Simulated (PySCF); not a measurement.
CH₆N₂Si₂.
Bonds: N1–C2 (triple), C2–Si3, Si3–Si4, Si4–N5. Hydrogens: H6, H7 on Si3; H8, H9 on Si4; H10, H11 on N5.

Method: PBE0-D3(BJ)/def2-SVP geometry optimisation, gas phase in PySCF; density fitting, grid level 1; the optimiser is geomeTRIC in internal coordinates, started from a GFN2-xTB structure with every atom displaced at random (about 0.01 Å).

Step 0: E = -19850.5341 eV
```
atom  x, y, z in Å  |  force x, y, z in eV/Å
N1     -1.6919    2.5532    0.1498   -0.074   4.714   0.321
C2     -1.6850    1.4294    0.0696    0.323  -4.650  -0.263
Si3    -1.5143   -0.4256   -0.0439    0.393   0.484   0.223
Si4     0.7581   -0.9334    0.3442   -0.402  -0.029   0.303
N5      1.6168    0.3071   -0.4354    0.064   0.963  -0.316
H6     -2.0541   -0.7302   -1.3594   -0.120  -0.313  -0.690
H7     -2.4315   -0.9150    0.9741   -0.410  -0.381   0.517
H8      1.1843   -2.1620   -0.3175   -0.014  -0.744  -0.187
H9      1.0007   -1.0969    1.8079   -0.151  -0.050   0.206
H10     2.6215    0.2526   -0.4574    0.420  -0.036  -0.104
H11     1.3314    1.2720   -0.3016   -0.029   0.043  -0.009
```

Step 1: E = -19850.7075 eV
```
atom  x, y, z in Å  |  force x, y, z in eV/Å
N1     -1.5166    2.5587    0.1834    0.037  -0.560  -0.029
C2     -1.5754    1.3982    0.0966   -0.174   0.635  -0.006
Si3    -1.5425   -0.4580   -0.0410    0.192  -0.061  -0.008
Si4     0.7452   -0.9001    0.3291   -0.180  -0.159   0.095
N5      1.6015    0.3844   -0.4514   -0.008  -0.100   0.031
H6     -2.0202   -0.8243   -1.4079   -0.001   0.066   0.043
H7     -2.4776   -1.0001    0.9903    0.046   0.029  -0.032
H8      1.0945   -2.2235   -0.2784    0.077   0.105  -0.023
H9      0.9084   -1.0532    1.8171    0.040   0.034  -0.036
H10     2.6122    0.3274   -0.5252   -0.008   0.025  -0.028
H11     1.3064    1.3417   -0.2822   -0.022  -0.012  -0.007
```

**Question.** Estimate the geometry and energy of step 2. (The exact step hangs on the optimiser's Hessian estimate; all steps are aligned on step 1, rigid shifts and turns removed.)

**Answer.** E = -19850.7182 eV, largest force 0.140 eV/Å
```
atom  x, y, z in Å  |  force x, y, z in eV/Å
N1     -1.5284    2.5647    0.1838    0.032  -0.103  -0.002
C2     -1.5866    1.4080    0.0953   -0.091   0.106  -0.013
Si3    -1.5319   -0.4513   -0.0418    0.096   0.018   0.004
Si4     0.7438   -0.9128    0.3401   -0.070  -0.083   0.051
N5      1.5912    0.3694   -0.4485    0.013   0.000   0.007
H6     -2.0106   -0.8024   -1.4091    0.001   0.020  -0.006
H7     -2.4700   -0.9931    0.9821   -0.003  -0.002   0.006
H8      1.1199   -2.2205   -0.2766    0.023   0.014  -0.011
H9      0.9202   -1.0579    1.8253    0.009   0.009  -0.002
H10     2.6013    0.3219   -0.5337   -0.009   0.018  -0.022
H11     1.2870    1.3250   -0.2864    0.000   0.003  -0.011
```

The energy changes by -0.0108 eV. The first-order estimate −F·Δx gives -0.0163 eV and the mean of the old and new forces, exact on a quadratic surface, -0.0107 eV. The step makes an angle of 74° with the force vector and moves no atom by more than 0.026 Å.

What follows is the cost of the whole optimisation. The run took 30 s wall on Arm Neoverse V1, one thread (shared host), and the process peaked at 0.45 GiB of memory.
